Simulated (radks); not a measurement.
Q: The mean radii <r> (bohr) of the occupied orbitals of an atom or ion are listed with their occupations. Calculated with a radial shooting solver on a logarithmic mesh with Libxc functionals: scalar-relativistic Kohn-Sham, exchange-only LDA, spin-polarised, spherical densities, point nucleus.

| orbital | occ. | <r> |
|---|---|---|
| 1s up | 1 | 0.01687 |
| 1s down | 1 | 0.01687 |
| 2s up | 1 | 0.07105 |
| 2s down | 1 | 0.07105 |
| 2p up | 3 | 0.06414 |
| 2p down | 3 | 0.06414 |
| 3s up | 1 | 0.1811 |
| 3s down | 1 | 0.1810 |
| 3p up | 3 | 0.1814 |
| 3p down | 3 | 0.1813 |
| 3d up | 5 | 0.1634 |
| 3d down | 5 | 0.1633 |
| 4s up | 1 | 0.3601 |
| 4s down | 1 | 0.3599 |
| 4p up | 2 | 0.3702 |

Name the element and its charge. Open shells, if any, are filled with parallel spins first.

A: Z = 79, gold, charge +47: Au47+ in [Ar] 3d10 4s2 4p2. The 1s radius gives Z: for a bare nucleus <r> = (2 gamma + 1)/(2Z) with gamma = sqrt(1 - (Z/c)^2), 0.01667 bohr for Z = 79, and screening makes it slightly larger (0.01687 here). The occupations add up to 32, and the charge is Z minus that.
